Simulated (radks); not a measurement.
Removal energies from the promethium ion Pm9+, [Kr] 4d10 4f1 5s2 5p3, by Delta-SCF beside the eigenvalue of the level emptied. All-electron calculation, scalar-relativistic Kohn-Sham, PBEsol, spin-polarised, spherical densities, finite nucleus; Fermi nuclear charge, rms radius of each element as measured or else 0.836 A^(1/3) + 0.57 fm. Program: a radial shooting solver on a logarithmic mesh with Libxc functionals. Open shells are filled with parallel spins first.

| removed from | final configuration | Delta-SCF (eV) | -eigenvalue (eV) |
|---|---|---|---|
| 5p | [Kr] 4d10 4f1 5s2 5p2 | 153.46 | 145.49 |
| 4f | [Kr] 4d10 5s2 5p3 | 165.09 | 151.58 |
| 5s | [Kr] 4d10 4f1 5s1 5p3 | 174.47 | 166.38 |
| 4d | [Kr] 4d9 4f1 5s2 5p3 | 290.77 | 276.46 |
